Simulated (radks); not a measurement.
Task: All-electron atom: the calcium ion Ca13+ in [He] 2s2 2p3. Calculated with a radial shooting solver on a logarithmic mesh with Libxc functionals: scalar-relativistic Kohn-Sham, SCAN, spin-polarised, spherical densities, finite nucleus; open shells are filled with parallel spins first; meta-GGA in the generalised Kohn-Sham scheme; Fermi nuclear charge, rms radius 3.4776 fm. Some entries of the table are withheld. Estimate them.

| orbital | occ. | eigenvalue (hartree) | <1/r> (bohr^-1) |
|---|---|---|---|
| 1s up | 1 | -165.3185 | (1) |
| 1s down | 1 | -164.7540 | (2) |
| 2s up | 1 | -31.36367 | 4.401 |
| 2s down | 1 | -30.38801 | 4.312 |
| 2p up | 3 | -28.97932 | (3) |

Result: 
(1) 1s up <1/r> (bohr^-1): 19.76
(2) 1s down <1/r> (bohr^-1): 19.82
(3) 2p up <1/r> (bohr^-1): 4.299
